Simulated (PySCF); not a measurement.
## Ionisation energy of Lu by level of theory

Lu [Xe] 4f14 5d1 6s2 (2D) → Lu⁺ [Xe] 4f14 6s2 (1S), as a difference of total energies. Calculation: PySCF 2.14, in ANO-RCC-VTZP; the spin-free X2C one-electron Hamiltonian (Gaussian nucleus). Correlated levels: valence: [Kr] 4d10 frozen; valence and next inner shell: [Ar] 3d10 frozen. The calculations carry no spin-orbit coupling.

| method | ionisation energy (eV) |
| --- | --- |
| UHF | 4.455 |
| LDA | 5.687 |
| PBE | 5.584 |
| PBE0 | 5.473 |
| r2SCAN | 5.813 |
| PW91 | 5.645 |
| MP2 (valence) | 4.951 |
| SCS-MP2 (valence) | 4.822 |
| MP2 (valence and next inner shell) | 4.945 |

Task: Estimate what SCS-MP2 (valence and next inner shell) gives.

Result: 4.816 eV, closest to SCS-MP2 (valence) among the rows shown.

Task: Estimate what B3LYP gives.

Result: 5.484 eV, closest to PBE0 among the rows shown.

Errors of the correlated levels include the incompleteness of this basis and the frozen core.

MP2 underrates the near-degeneracy of ns² with np² in the lower species.

For comparison: 5.278 eV (measured; NIST levels, between the centres of gravity of the two terms).
